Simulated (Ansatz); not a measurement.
Cost and result up the ladder for the cluster B6H2 (8 atoms). Total charge 0; singlet. Geometry: PBE0-D4/def2-SVP.

```xyz
8

B     1.4535   -0.8503   -0.2141
B    -0.5134   -0.2713    1.6837
B    -0.0135   -0.0059    0.0487
B    -1.1697    1.0004   -0.7160
B     0.8154   -0.9656    1.2510
B    -1.4469    0.6314    0.8183
H    -1.3673    1.5031   -1.7811
H     2.2420   -1.0417   -1.0905
```

Ansatz on 4 threads of Arm Neoverse V2 on a shared host. Times are rough, and most runs start from the orbitals of an earlier one. PBE0-D4/def2-TZVP serves as the yardstick here, not as an exact answer. Binding counts from free atoms at the same level (B doublet, H doublet; other spins of the atoms weren't run), without zero-point energy or a counterpoise term.

Correlated methods freeze 6 core orbitals. Another isomer (singlet) lies 0.16 eV lower at PBE0-D4/def2-TZVP; other spin states weren't run for this one.

Correlated methods converge slowly with the basis.

| level | functions | wall time |
| --- | --- | --- |
| revPBE-D4/def2-TZVP | 198 | 1.5 s |
| PBE-D4/def2-TZVP (with forces) | 198 | 1.9 s |
| PBE0-D4/def2-TZVP | 198 | 2.4 s |
| r2SCAN-D4/def2-TZVP | 198 | 2.7 s |
| r2SCANh-D4/def2-TZVP | 198 | 3 s |
| CCSD(T)/def2-TZVPP | 214 | 40 s |

Problem. Estimate what each level gives for the binding energy per atom (eV).

Solution. 
```
                         level  binding energy per atom (eV)  difference from PBE0-D4/def2-TZVP (eV)
           revPBE-D4/def2-TZVP                          4.16                                   -0.05
PBE-D4/def2-TZVP (with forces)                          4.30                                    0.08
             PBE0-D4/def2-TZVP                          4.21                                    0.00
           r2SCAN-D4/def2-TZVP                          4.22                                    0.01
          r2SCANh-D4/def2-TZVP                          4.19                                   -0.03
            CCSD(T)/def2-TZVPP                          3.90                                   -0.32
```
